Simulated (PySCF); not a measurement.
**How methods differ on the ionisation energy of F²⁺**

F²⁺ [He] 2s2 2p3 [2p1/2^2 2p3/2^1, M_J = 3/2] → F³⁺ [He] 2s2 2p2 [2p1/2^2, M_J = 0], as a difference of total energies. All numbers are calculated (PySCF 2.14, the two-component X2C-1e Hamiltonian, in x2c-SVPall-2c). Correlated levels: 1s2 frozen. "Screened" scales the spin-orbit matrix elements by Boettger's factors to mimic the two-electron term; Breit and QED terms are absent.

```
                    method  ionisation energy (eV)
           GHF (spin-free)                  62.446
          GMP2 (spin-free)                  62.669
 GHF (screened spin-orbit)                  62.418
GMP2 (screened spin-orbit)                  62.641
```

Q: How much does correlation contribute at GMP2 (screened spin-orbit)?

A: 62.641 − (62.418) = 0.223 eV, measured against GHF (screened spin-orbit).

Errors of the correlated levels include the incompleteness of this basis and the frozen core.

The labels give the starting determinants; with spin-orbit coupling the two ends relaxed to ⟨J²⟩ = 3.75, ⟨L²⟩ = 0.00, ⟨S²⟩ = 3.75 and ⟨J²⟩ = 1.98, ⟨L²⟩ = 2.00, ⟨S²⟩ = 2.00.

The determinant of F³⁺ mixes levels of different J (the jj label is only the starting occupation), so the difference between spin-free and spin-orbit rows is not the physical spin-orbit shift.

For comparison: 62.708 eV (semi-empirical (NIST evaluation); NIST Atomic Spectra Database, ionization energies).
